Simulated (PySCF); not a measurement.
Gas-phase reaction: InH₃ + HF = InF + 4 H

Method: PySCF energies (xtb for GFN2) plus ideal-gas RRHO corrections (1 bar). † marks an energy on the PBE0/def2-TZVP geometry and frequencies; other levels use their own. MP2 freezes the core. Open shells (unrestricted): H (multiplicity 2); the rest are closed-shell singlets. GFN2 has no spin-polarisation term. B3LYP is the form with VWN-RPA correlation. In: scalar-relativistic def2 core potential, no spin-orbit coupling. InH₃: computed as isolated molecules; such fragments, hydroxides, amides, oligomers or adducts are transient or little studied in the gas. MP2 isn't extrapolated to the basis-set limit; its ΔH°(298 K) is 649.5 kJ in def2-SVP and 673.5 kJ in def2-TZVPP. The harmonic model lacks anharmonicity and excited electronic states, which grow with temperature; levels with a mode under 35 cm⁻¹ are left out.

```
level               ΔE electronic, kJ  ΔH°(298 K), kJ  ΔS°(298 K), J/K  ΔG°(1800 K), kJ
------------------  -----------------  --------------  ---------------  ---------------
B3LYP/def2-TZVP†                  757             706              292              127
BLYP/def2-TZVP†                   725             674              292               96
GFN2-xTB                          738             694              294              115
HF/def2-TZVP†                     582             531              292              -48
MP2/def2-SVP†                     701             649              292               71
MP2/def2-TZVPP†                   725             673              292               95
PBE/def2-SVP                      707             659              292               83
PBE0/def2-QZVP†                   752             700              292              122
ωB97X-V/def2-TZVP†                775             724              292              145
```
ΔH° is lowest at HF/def2-TZVP† and highest at ωB97X-V/def2-TZVP†. No reference value is set beside these.
